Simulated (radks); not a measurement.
All-electron atom: Tb3+ in [Xe] 4f6 6p2 (not the ground configuration). All-electron calculation, scalar-relativistic Kohn-Sham, SCAN, spin-polarised, spherical densities, finite nucleus; open shells are filled with parallel spins first (spin-orbit coupling, left out, can overturn this in heavy ions); meta-GGA in the generalised Kohn-Sham scheme; Fermi nuclear charge, rms radius 5.06 fm. Program: a radial shooting solver on a logarithmic mesh with Libxc functionals.

Unscreened Slater integrals over Kohn-Sham orbitals (eV). They are taken over the spin-up orbitals.

integral,value
"F0(6p,6p)",7.5214
"F2(6p,6p)",4.1881
"F0(6p,4f)",9.8570
"F2(6p,4f)",1.4702
"G2(6p,4f)",0.38339
"G4(6p,4f)",0.35571
"F0(6p,5p)",9.2920
"F2(6p,5p)",2.6493
"G0(6p,5p)",0.51300
"G2(6p,5p)",0.70999
"F0(6p,5s)",9.4339
"G1(6p,5s)",0.82624
"F0(4f,4f)",33.782
"F2(4f,4f)",16.403
"F4(4f,4f)",10.362
"F6(4f,4f)",7.4753
"F0(4f,5p)",21.071
"F2(4f,5p)",7.2233
"G2(4f,5p)",3.3285
"G4(4f,5p)",2.6864
"F0(4f,5s)",23.229
"G3(4f,5s)",3.9636
"F0(5p,5p)",17.474
"F2(5p,5p)",9.4843
"F0(5p,5s)",18.488
"G1(5p,5s)",12.496
"F0(5s,5s)",19.765

Derived for the open shells (J is the average intra-shell exchange parameter used in DFT+U). 4f: F4/F2 = 0.632, F6/F2 = 0.456, J = (286 F2 + 195 F4 + 250 F6)/6435 = 1.333 eV. 6p: J = F2/5 = 0.8376 eV.
